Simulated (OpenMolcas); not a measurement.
## Levels of C by method

```json
{"Program": "OpenMolcas", "Basis": "ANO-R3 [4s4p2d1f]", "Scalar Hamiltonian": "X2C, finite nucleus", "Active space": "4 electrons in 4 orbitals (2s 2p)", "State averaging": "2S+1 = 3 even, 3 roots; 2S+1 = 1 even, 6 roots; 2S+1 = 5 odd, 1 root; 2S+1 = 3 odd, 8 roots", "Spin-orbit coupling": "RASSI with atomic mean-field integrals over the reference wave functions, term energies averaged over their components"}
```

Methods on the same reference wave functions:
A. CASSCF
B. SS-CASPT2, IPEA 0.25 Eh, imaginary shift 0.1 Eh (closed shells correlated: 1s)

Energies in cm⁻¹ above 2s² 2p² ³P₀, the measured ground level; measured values from NIST Handbook of Basic Atomic Spectroscopic Data.

| Level | A | B | Measured |
| --- | --- | --- | --- |
| 2s² 2p² ³P₀ | 0.0 | 0.0 | 0.0 |
| 2s² 2p² ³P₁ | 14.9 | 14.9 | 16.4 |
| 2s² 2p² ³P₂ | 44.4 | 44.4 | 43.4 |
| 2s² 2p² ¹D₂ | 12727 | 10020 | 10193 |
| 2s² 2p² ¹S₀ | 21114 | 20280 | 21648 |
| 2s 2p³ ⁵S°₂ | 23588 | 30820 | 33735 |
| 2s 2p³ ³D°₂ | 68562 | 62480 | 64091 |
| 2s 2p³ ³D°₁ | 68562 | 62480 | 64090 |
| 2s 2p³ ³D°₃ | 68563 | 62480 | 64087 |
| 2s 2p³ ³P°₀ | 81031 | 75810 | 75256 |
| 2s 2p³ ³P°₁ | 81031 | 75810 | 75254 |
| 2s 2p³ ³P°₂ | 81031 | 75810 | 75255 |

Deviations, from unrounded energies. A percentage is the sum of absolute deviations over the sum of measured energies, with the sign that they share, or ± where signs differ.

```csv
Against measurement,Levels,A,B
mean absolute deviation (cm-1),11,4000,1000
fine structure of the ground term (%),2,±4.2,±4.2
other terms of the ground configuration (%),2,±9.6,-4.8
other configurations (%),7,±9.1,±2.1
```

B lies closest to measurement on these levels. The largest miss of B in the table is 2s 2p³ ⁵S°₂, by -2900 cm-1. The ranking rests on the paired levels alone, and a cruder setting can come out closer through cancelling errors.

From A to B the spin-free energies of the other terms of 2s² 2p² shown, above ³P, scale by factors of 0.79 to 0.96.

The lowest spin-free term lies below A's lowest term by 0.074 hartree in B.

CASPT2 does not keep the components of a term degenerate, so their means are used; among the terms shown or strongly mixed into the levels shown the widest spread is 350 cm-1 (2s 2p³ ³D°, B). Over all roots computed the reference weight is 0.94 to 0.99 in B; the roots of lowest weight are the least certain, and an intruder state may touch them. Without dynamic correlation excited terms often stand tens of per cent too high (terms of higher spin than the ground term too low), and those without a measured partner can miss by more than the paired ones (holds for A). Computed and measured levels are paired by configuration, term and J; levels that our copy of the source lacks, or whose pairing is in doubt (as where it misses far off the trend of its configuration), stay unpaired and out of the deviations. Only configurations of the active space appear.

° marks odd parity.
